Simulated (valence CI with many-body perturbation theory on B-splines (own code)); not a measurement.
Results of a calculation; reference values are marked as such.
Sensitivity of CI+MBPT for La XXVII

Level of theory: configuration interaction combined with many-body perturbation theory (CI+MBPT): three valence electrons over a frozen Dirac-Fock core [Ar] 3d10, a basis of 6 s, 6 p, 5 d, 3 f, 1 g functions for each j, with the one-electron correlation potential Σ1, the two-electron term Σ2, the three-electron term Σ3, Breit, model QED; selected CI, second order for the rest (own B-spline code, finite nucleus).

The last digits are not significant, and no measured levels were compared; by estimate large intervals hold to a few tenths of a per cent, small ones and those within an open d or f shell to about a per cent.

The reference run has the lowest level (4s^2 4p1/2) J=1/2 and an ionisation energy of 906.660 eV. Its largest variational space holds 2764 state functions.

Levels are named by their leading jj configuration (3d3/2^4 stands for four electrons in 3d with j = 3/2), which in mixed levels can hold well under half, so a name can repeat and another be missing. Letters in brackets count levels of one name in rising energy.

Changed runs:
A. orbitals per symmetry with explicit Σ2 and valence Breit (the others get mean screening factors) 5 → 4
B. lowest core n in screening and Σ2 1 → 4
C. highest l with Σ1, explicit Σ2 and valence Breit (higher l get mean screening factors) 3 → 2
D. correlating orbitals by l 3 3 3 2 1 → 0 0 0 0 0 (bad on purpose)

Excitation energies of the reference run in cm⁻¹, and shifts in cm⁻¹:

```
                     Level  Reference        A        C       D
        (4s^2 4p3/2) J=3/2     190067     +3.2     -3.8    -5.3
        (4s 4p1/2^2) J=1/2     452381     +0.6      -10    -294
(4s 4p1/2 4p3/2) J=3/2 [a]     586668     +3.7      -39    -672
    (4s 4p1/2 4p3/2) J=5/2     626756     +2.4      -20    -309
(4s 4p1/2 4p3/2) J=3/2 [b]     690314     +1.6     +5.2    +239
    (4s 4p1/2 4p3/2) J=1/2     719431     +1.2      +22    +549
        (4s 4p3/2^2) J=5/2     804011     +5.3      -19    -271
        (4s 4p3/2^2) J=1/2     909865     +5.3      +62    +904
        (4s 4p3/2^2) J=3/2     915100     +2.9      +25    +510
        (4s^2 4d3/2) J=3/2    1018420     +5.1     +306   +1064
        (4s^2 4d5/2) J=5/2    1051740     +6.5     +312    +999
     (4p1/2^2 4p3/2) J=3/2    1164360     -0.2     +4.1    -5.1
    Ionisation energy (eV)    906.660  +0.0038  -0.0036  -0.074
```

Run B: It gave no result: the setting left no core shell for the response of the core. The program said: "need at least one array to concatenate".
